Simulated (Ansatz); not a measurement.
CH$_{4}$ClFGeOSe, SMILES `C[O][Ge]([F])([Cl])[SeH]` at its PBE0-D4/def2-TZVP geometry, where that method's forces vanish. Total charge 0; spin multiplicity 1.

```xyz
10

C     1.2443    1.1355   -0.1428
O     0.1917    0.5078    0.5761
Ge   -0.5907   -0.9051   -0.0890
F    -1.0835   -0.4773   -1.6905
Cl    0.7722   -2.5200   -0.3610
Se   -2.3606   -1.5455    1.2486
H     2.1001    0.4643   -0.2646
H     0.9117    1.4746   -1.1278
H     1.5584    2.0002    0.4429
H    -2.7436   -0.1347    1.4080
```

Problem. What forces (eV/Å) does r2SCAN-D4/def2-TZVPP give on these atoms in Ansatz? (Estimate.)

Solution. Computed: 
```
C1   0.236  0.124 -0.189
O2  -0.205 -0.026  0.247
Ge3 -0.043 -0.046  0.011
F4  -0.009  0.027 -0.066
Cl5  0.048 -0.057 -0.016
Se6 -0.020  0.003  0.023
H7  -0.005  0.002  0.002
H8   0.000 -0.002  0.002
H9  -0.012 -0.017 -0.005
H10  0.010 -0.008 -0.009
```
